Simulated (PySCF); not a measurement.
**Relaxation of quartet RhO2**

These are results of UPBE0 in PySCF with Rh def2-TZVP with ECP28, O def2-TZVP; scalar-relativistic core potentials, no spin–orbit coupling; density-fitted integrals, not measurements. A (50,194) grid was used.

A hand-made bent start, of C2v symmetry, held to at least that symmetry:

```xyz
3
charge 0 multiplicity 4, angstrom
Rh    0.0000    0.0000   -0.2272
O     1.3680    0.0000    0.7307
O    -1.3680    0.0000    0.7307
```

Optimiser trace:
```tsv
step	E − E(last) (kJ/mol)	largest gradient (Eh/bohr)
0	13.79	0.03824
1	2.54	0.01738
2	0.81	0.00875
3	0.01	0.00049
4	0.00	0.00003
```

It ends at C2v with Rh–O 1.710 Å (×2); O–Rh–O 119.9°. A frequency run shows a minimum.

With open d or f shells other occupations or spin states may lie lower. At this level a doublet minimum of C2v symmetry lies 49 kJ/mol below this structure.

The relaxation took roughly 30 core-seconds on a shared host.
